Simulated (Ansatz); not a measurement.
Zn(Cl)2 anion (Cl2Zn), SMILES [Cl][Zn][Cl] (connectivity only; charge and spin as stated), charge -1, multiplicity 2.

The structure is a stationary point at PBE0-D3(BJ)/def2-SVPD. The spin state was assumed, not searched. The isomer is the one that the SMILES or the coordinates give; other isomers of the formula were not compared.

Two levels are set side by side: PBE/def2-TZVPD (Ansatz, a first-principles code) and PBE0/def2-TZVPD (Ansatz). Energy differences of separate SCF runs at the same geometry; the states with an electron removed or added have multiplicity 1. Differences are taken from unrounded values.

| quantity | PBE0 |
|---|---|
| vertical ionisation energy (eV) | 2.37 |

What does PBE give, and how far is it from PBE0? (An estimate is asked for; the answer gives what the named calculation found.)


```json
[
 {"quantity": "vertical ionisation energy (eV)", "PBE": "2.31", "PBE minus PBE0": "-0.06"}
]
```
